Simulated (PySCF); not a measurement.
**UHF on He (helium, neutral)**

Configuration: 1s2, closed-shell 1S. Computed with PySCF 2.14 in cc-pVTZ (3s2p1d, 14 functions), with the non-relativistic Hamiltonian (point nucleus).

* Total energy: -2.861153 hartree
* One-electron energy: -3.8871 hartree
* Hartree (Coulomb) energy: 2.0518 hartree
* Exchange energy: -1.0259 hartree
* Kinetic energy: 2.86115 hartree
* ⟨S²⟩: 0.0000
* ⟨L²⟩: 0.000
* Sum of ⟨r⟩: 1.854 bohr
* Sum of ⟨r²⟩: 2.363 bohr²
* Density at the nucleus (Gaussians lack the cusp): 3.33 bohr⁻³
* Langevin diamagnetic susceptibility: -1.87 ×10⁻⁶ cm³/mol
* Time after the integrals: 0.05 s of wall time on 1 thread of Neoverse-N1 (shared host)

```json
{"shell": "1s", "electrons": "2", "mean orbital energy (eV)": "-24.970", "rms radius, mean of both spins (bohr)": "1.09"}
```
